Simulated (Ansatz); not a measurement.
A nudged elastic band was laid between two geometries of C₃H₈AlN (13 atoms, charge 0, multiplicity 1).

Level of theory: RKS PBE/6-31G* in Ansatz.

```yaml
movable_images: 7
climbing_image: yes
spring: 5.0 eV/Å²
optimiser: quadratic models (default)
start_path: IDPP
force_threshold: 0.05 eV/Å
iteration_limit: 60
end_points: relaxed
```

First end point:

```xyz
13
Properties=species:S:1:pos:R:3
N -0.679 0.854 1.041
C -0.785 -0.565 0.509
C 0.638 -0.957 0.074
C 1.043 -0.001 -1.107
Al -0.800 0.737 -0.995
H -1.546 1.157 1.495
H 0.117 1.038 1.674
H -1.310 -1.252 1.187
H 0.614 -2.007 -0.266
H 1.369 -0.908 0.917
H 1.880 0.675 -0.861
H 1.332 -0.570 -2.005
H -1.851 1.764 -1.649
```

Last end point:

```xyz
13
Properties=species:S:1:pos:R:3
N -0.682 0.853 1.042
C -0.785 -0.566 0.508
C 0.639 -0.956 0.075
C 1.045 -0.001 -1.107
Al -0.799 0.739 -0.994
H 0.112 1.037 1.678
H -1.551 1.155 1.493
H -1.311 -1.255 1.184
H 0.617 -2.006 -0.264
H 1.369 -0.905 0.918
H 1.883 0.674 -0.863
H 1.331 -0.570 -2.006
H -1.849 1.766 -1.648
```

Question: What changes between the two ends?

Answer: No bond is made or broken. The dihedral H7–N1–Al5–C4 goes from 33 to -176°. The two ends are copies of one structure, up to a mirror image or an exchange of like atoms.

Question: Give the energies along the band, and the barrier.

Answer: It converged. The highest image is number 5 of 0 to 8, 0.77 eV above the ends, which have the same energy within 2 meV. The profile has 2 maxima (images 2, 5) with wells between them (image 4): this band takes more than one step, which may be the mechanism or a detour left from its start path. A vibrational analysis at the climbing image gives one clearly imaginary mode, 609i cm⁻¹: a first-order saddle point.

| image | path coordinate (Å) | energy (eV) | dihedral H7–N1–Al5–C4 (°) |
| --- | --- | --- | --- |
| 0 | 0.00 | 0.00 | 33 |
| 1 | 1.41 | 0.53 | 27 |
| 2 | 2.81 | 0.72 | 62 |
| 3 | 4.21 | 0.70 | 72 |
| 4 | 5.61 | 0.65 | 85 |
| 5 | 7.02 | 0.77 | 134 |
| 6 | 8.42 | 0.62 | -164 |
| 7 | 9.83 | 0.21 | -166 |
| 8 | 11.24 | 0.00 | -176 |

Question: What is the geometry of the highest image?

Answer: 
```xyz
13
Properties=species:S:1:pos:R:3:forces:R:3
N -1.114 0.520 1.684 0.00 0.02 0.01
C -0.725 0.004 0.422 -0.01 -0.03 -0.01
C 0.752 -0.571 0.217 -0.01 0.01 -0.02
C 1.015 -0.530 -1.318 0.00 0.01 0.01
Al -0.368 0.902 -1.327 0.01 -0.01 0.00
H -1.467 -0.079 2.421 0.00 -0.01 0.00
H -1.096 1.511 1.886 0.00 0.00 -0.01
H -1.400 -0.837 0.127 0.01 0.01 0.01
H 0.863 -1.579 0.663 0.00 0.00 0.00
H 1.455 0.099 0.747 0.00 0.00 0.00
H 2.057 -0.311 -1.600 0.00 0.00 0.00
H 0.720 -1.467 -1.820 0.00 0.00 0.00
H -0.673 2.304 -2.086 0.00 0.00 0.00
```

Time of the run: 6.8 min on 2 threads of Arm Neoverse V2, on a shared host, peak memory 0.14 GiB.
